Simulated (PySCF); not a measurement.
All of these have the formula C5H4NOP. Level of theory: PySCF, TDDFT PBE0/def2-SVPD, vertical, gas phase, core orbitals frozen in the response. Geometries: GFN2-xTB; one conformer of each isolated species. Triplets are in the Tamm–Dancoff approximation.

A. `O=Cc1ccncp1`
B. `Cc1oc(C#N)cp1`
C. `O=CC1=NC=CC=P1`

Lowest singlet levels (six at most, fewer where fewer were computed) with oscillator strengths:

1. 2.92 eV (f 0.001); 3.72 eV (f 0.001); 3.84 eV (f 0.003); 4.36 eV (f 0.099); 4.78 eV (f 0.025); 4.81 eV (f 0.007); T1 2.48 eV
2. 4.86 eV (f 0.248); 5.32 eV (f 0.042); 5.61 eV (f 0.001); 5.65 eV (f 0.000); 6.31 eV (f 0.352); 6.40 eV (f 0.000); T1 3.05 eV
3. 3.17 eV (f 0.002); 3.33 eV (f 0.001); 3.93 eV (f 0.000); 4.24 eV (f 0.076); 4.75 eV (f 0.003); 4.86 eV (f 0.000); T1 2.73 eV

Problem. Which spectrum belongs to which structure?

Solution. 1 = C, 2 = B, 3 = A.
- A: S1 at 3.17 eV, HOMO→LUMO (90%); Löwdin shares by element: HOMO nitrogen 46%, phosphorus 19%, carbon 18% or more (atoms not listed hold the other 16%); LUMO carbon 30% or more, phosphorus 21%, oxygen 15% (atoms not listed hold the other 34%); HOMO -7.59 and LUMO -3.02 eV; point group Cs, 2 of its 6 listed states under f = 0.0005.
- B: S1 at 4.86 eV, HOMO→LUMO (90%); Löwdin shares by element: HOMO carbon 42% or more, phosphorus 23%, nitrogen 9% (atoms not listed hold the other 26%); LUMO carbon 46% or more, oxygen 15% (atoms not listed hold the other 40%); HOMO -7.20 and LUMO -1.79 eV; point group Cs, 2 of its 6 listed states under f = 0.0005.
- C: S1 at 2.92 eV, HOMO→LUMO (95%); Löwdin shares by element: HOMO nitrogen 24%, phosphorus 22%, oxygen 20%, carbon 10% or more (atoms not listed hold the other 24%); LUMO carbon 29% or more, phosphorus 25%, oxygen 14% (atoms not listed hold the other 33%); HOMO -7.29 and LUMO -2.81 eV; point group Cs.
